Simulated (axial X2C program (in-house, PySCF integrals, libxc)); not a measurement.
# Bond lengths and stretching modes, held linear, of MoNC⁺

Calculated with an axial X2C code built on PySCF integrals: two-component X2C with atomic mean-field Coulomb and Gaunt terms, Gaussian nuclei, basis Mo dyall-v3z, N dyall-av3z, C dyall-v3z with contracted cores. Spin-free rows use the one-electron spin-free X2C Hamiltonian.

Masses Mo 97.905, N 14.003, C 12.000 u. States: 2c Ω = 2 (beyond evenly filled blocks: ω = -1/2, ω = 5/2); spin-free M_S = 2, Λ = 0 (beyond evenly filled blocks: π+α, π-α, δ+α, δ-α).

LDA, spin-free: energies above the lowest point

```tsv
r(Mo–N) (Å)	r(N–C) (Å)	E (meV)
1.8613	1.1622	69.32
1.8613	1.1920	6.59
1.8613	1.2218	22.97
1.9090	1.1622	51.49
1.9090	1.1920	0.00
1.9090	1.2218	27.32
1.9090	1.2516	118.81
1.9567	1.1622	78.11
1.9567	1.1920	37.06
1.9567	1.2218	74.51
2.0045	1.1920	108.01
2.0045	1.2516	265.35
```

Q: Fit a quadratic surface with cubic terms in each bond: where is the minimum, and what are the two stretching wavenumbers?

A: At LDA, spin-free: bonds 1.889 and 1.197 Å; harmonic stretches 523.6 and 1871.8 cm⁻¹; force constants 3.33, 13.7 and coupling 1.14 mdyn/Å.

The other levels and Hamiltonians give:

```csv
Hamiltonian,level,r(Mo–N) (Å),r(N–C) (Å),lower stretch (cm⁻¹),upper stretch (cm⁻¹)
2c,PBE0,1.913,1.191,538.8,2001.5
2c,HF,1.975,1.165,533.7,2176.6
2c,LDA,1.889,1.197,523.3,1872.0
2c,MP2,1.929,1.196,547.2,2061.7
spin-free,PBE0,1.914,1.191,539.1,2001.2
spin-free,HF,1.976,1.165,533.8,2176.2
spin-free,MP2,1.930,1.196,547.5,2061.4
```

Each state is one determinant, the lowest of a limited PBE0 search; the stretches come from a fit to these few points and carry an uncertainty of a few per cent. Other orders of the atoms were not compared. MP2 freezes inner shells (threshold -2 hartree). The molecule was held linear; bending was not examined, so a bent shape may lie lower. Open-shell Ω = 0 determinants with evenly filled partner blocks cannot be reached by this program, so the Ω shown need not be the lowest component. Note: several unpaired electrons, one determinant need not be a pure state.
